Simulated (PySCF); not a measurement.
**How methods differ on the excitation energy of Zr**

Zr [Kr] 4d2 5s2 (3F) → Zr [Kr] 4d3 5s1 (5F), as a difference of total energies. Computed with PySCF 2.14 in aug-cc-pVDZ-PP with ECP28MDF, with scalar relativity through the core potential. Correlated levels: valence: 4s2 4p6 frozen. The calculations carry no spin-orbit coupling.

```csv
method,excitation energy (cm⁻¹),error (cm⁻¹)
UHF,-190.58,-4929
LDA,921.32,-3817
PBE,-412.30,-5151
PBE0,-194.85,-4933
r2SCAN,-2876.1,-7615
PBEsol,-791.62,-5530
CAM-B3LYP,3738.4,-1000
HSE06,-89.549,-4828
TPSSh,336.36,-4402
MP2 (valence),3728.1,-1010
SCS-MP2 (valence),7133.0,+2394
```

Reference: 4738.5 cm⁻¹ (measured; NIST levels, between the centres of gravity of the two terms).

Errors of the correlated levels include the incompleteness of this basis and the frozen core.
